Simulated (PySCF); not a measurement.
1-hydroxysiletane (C₃H₈OSi), SMILES O[SiH]1CCC1. Atoms are numbered in the order given.

```xyz
13

O      1.8969     0.7973    -0.2978
Si     0.5280     0.1577     0.4158
C     -1.1434     0.8632    -0.1043
C     -1.6453    -0.6171    -0.1615
C     -0.2893    -1.3783    -0.3284
H      2.6996     0.8433     0.2326
H      0.7446     0.0754     1.8952
H     -1.7165     1.5533     0.5316
H     -1.0781     1.2956    -1.1169
H     -2.1191    -0.8930     0.7948
H     -2.3820    -0.8182    -0.9565
H     -0.0241    -1.4780    -1.3944
H     -0.2228    -2.3708     0.1406
```
Charge 0, spin multiplicity 1.

The structure is a stationary point at B3LYP-D3(BJ)/def2-SVP. Other conformers were not sampled.

These are PBE/def2-TZVP in PySCF values and carry that method's errors.

ESP charges are fitted to the potential on shells at 1.4 to 2.0 van der Waals radii. Atomic charges (e):

```csv
atom,ESP fit,Löwdin,Mulliken
O1,-0.67,-0.12,-0.49
Si2,0.67,0.16,0.40
C3,-0.48,-0.35,-0.31
C4,0.13,-0.28,-0.17
C5,-0.48,-0.35,-0.31
H6,0.41,0.17,0.31
H7,-0.16,-0.04,-0.07
H8,0.11,0.13,0.11
H9,0.17,0.14,0.11
H10,0.04,0.14,0.10
H11,0.01,0.13,0.11
H12,0.16,0.14,0.11
H13,0.10,0.13,0.11
```

Q: Give the Mayer and Wiberg (Löwdin basis) orders of the bonds. (An estimate is asked for; the answer gives what the named calculation found.)

A: 
| bond | Mayer | Wiberg |
|---|---|---|
| O1–Si2 | 1.22 | 1.68 |
| Si2–C3 | 1.00 | 1.09 |
| C3–C4 | 0.98 | 1.20 |
| Si2–C5 | 0.98 | 1.08 |
| C4–C5 | 0.98 | 1.20 |
| O1–H6 | 0.88 | 1.03 |
| Si2–H7 | 0.90 | 0.89 |
| C3–H8 | 0.94 | 0.88 |
| C3–H9 | 0.93 | 0.85 |
| C4–H10 | 0.96 | 0.86 |
| C4–H11 | 0.94 | 0.87 |
| C5–H12 | 0.93 | 0.85 |
| C5–H13 | 0.94 | 0.88 |
